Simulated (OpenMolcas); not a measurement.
Cd II: effect of the basis set

```
Program             : OpenMolcas
Method              : CASSCF
Active space        : 1 electron in 4 orbitals (5s 5p)
State averaging     : 2S+1 = 2 even, 1 root; 2S+1 = 2 odd, 3 roots
Spin-orbit coupling : RASSI with atomic mean-field integrals over the reference wave functions, term energies averaged over their components
```

A. ANO-R1 [6s4p3d1f], X2C, finite nucleus; cost of the order of 6 core-seconds
B. ANO-RCC-VDZP [6s5p3d1f], DKH2, point nucleus; cost of the order of 4 core-seconds
C. ANO-R2 [7s5p4d2f1g], X2C, finite nucleus; cost of the order of 7 core-seconds
D. ANO-RCC-VTZP [7s6p4d2f1g], DKH2, point nucleus; cost of the order of 7 core-seconds
E. ANO-R3 [8s6p5d3f2g1h], X2C, finite nucleus; cost of the order of 12 core-seconds
F. ANO-RCC-VQZP [8s7p5d3f2g1h], DKH2, point nucleus; cost about 11 core-seconds

Energies in cm⁻¹ above 5s ²S_1/2, the measured ground level; measured values from NIST Handbook of Basic Atomic Spectroscopic Data.

| Level | A | B | C | D | E | F | Measured |
| --- | --- | --- | --- | --- | --- | --- | --- |
| 5s ²S_1/2 | 0.0 | 0.0 | 0.0 | 0.0 | 0.0 | 0.0 | 0.0 |
| 5p ²P°_1/2 | 54552 | 40932 | 54738 | 40795 | 54754 | 40594 | 44136 |
| 5p ²P°_3/2 | 58191 | 42810 | 58193 | 42561 | 58188 | 42478 | 46619 |

Deviations, from unrounded energies. A percentage is the sum of absolute deviations over the sum of measured energies, with the sign that they share, or ± where signs differ.

```json
{"Against measurement": "mean absolute deviation (cm-1)", "Levels": "2", "A": "11000", "B": "3500", "C": "11000", "D": "3700", "E": "11000", "F": "3800"}
{"Against measurement": "other configurations (%)", "Levels": "2", "A": "+24.2", "B": "-7.7", "C": "+24.4", "D": "-8.2", "E": "+24.4", "F": "-8.5"}
```

B lies closest to measurement on these levels and E furthest from it. The largest miss of B in the table is 5p ²P°_3/2, by -3800 cm-1. The ranking rests on the paired levels alone, and a cruder setting can come out closer through cancelling errors.

Among A to F the level of the table that moves most is 5p ²P°_3/2, by 16000 cm-1 (lowest in F, highest in C).

With one active electron the reference holds no correlation, so core polarisation is missing. The ANO-R sets hold no well-fitted valence p shell for this element, so s → p excitations can come out far too high (holds for A; C; E). Computed and measured levels are paired by configuration, term and J; levels that our copy of the source lacks, or whose pairing is in doubt (as where it misses far off the trend of its configuration), stay unpaired and out of the deviations. Levels of configurations outside the active space are missing.

° marks odd parity.
